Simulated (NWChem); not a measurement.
System: C4H7F; SMILES C=C[C@H](C)F

Input file for NWChem:

```
start job
memory heap 200 mb stack 900 mb global 1100 mb
geometry units angstroms noautosym nocenter noautoz
  C      0.046265     1.934914     0.264844
  C     -0.577711     0.894643    -0.284263
  C      0.013340    -0.476719    -0.402817
  C     -0.795914    -1.533347     0.323153
  F      1.299029    -0.484253     0.095270
  H      1.058886     1.831002     0.662582
  H     -0.432735     2.914798     0.329724
  H     -1.591324     1.002049    -0.688710
  H      0.081940    -0.741530    -1.476306
  H     -0.325340    -2.520333     0.206894
  H     -1.818909    -1.585640    -0.078018
  H     -0.853768    -1.291989     1.394827
end
basis spherical
  C library def2-svp
  F library def2-svp
  H library def2-svp
end
dft
  xc xpbe96 cpbe96
  iterations 150
end
cosmo
  do_cosmo_smd true
  solvent water
end
task dft energy
```

Structure relaxed at the PBE0/def2-SVP level. Solvent: water.

Level: PBE/def2-SVP with SMD (1 M gas to 1 M solution), gas-phase geometry.

Predict the main results of this run. (PBE/def2-SVP, SMD on the gas-phase geometry.) Quantities: solvation free energy (kcal/mol); cavity-dispersion-structure term (kcal/mol); dipole in solution (D).


```json
{
  "solvation free energy (kcal/mol)": "0.5",
  "cavity-dispersion-structure term (kcal/mol)": "3.9",
  "dipole in solution (D)": "2.16"
}
```
